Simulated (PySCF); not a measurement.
Cartesian coordinates (Å):
```xyz
9

Zr     0.1716     0.2273    -0.1233
S     -0.8017    -1.4187    -1.6547
H     -0.9793    -2.3432    -0.6722
S     -0.6145    -0.1138     2.1634
H      0.2695    -1.1465     2.2745
S     -0.4982     2.4300    -0.9162
H     -1.7812     1.9702    -0.9763
S      2.6087     0.0390    -0.1202
H      2.6161    -0.5783    -1.3330
```
Charge 0, multiplicity 1.

### Question
What dipole moment, charge on the central atom (Mulliken), HOMO–LUMO gap, total energy and HOMO does TPSSh-D3(BJ)/def2-TZVP // TPSS-D3(BJ)/def2-SVP in PySCF 2.14.0 give?

### Answer

```yaml
dipole_moment: 1.39 D
charge on the central atom (Mulliken): 1.04 e
HOMO–LUMO gap: 4.39 eV
total_energy: -1642.5602 Ha
HOMO: -7.28 eV
```
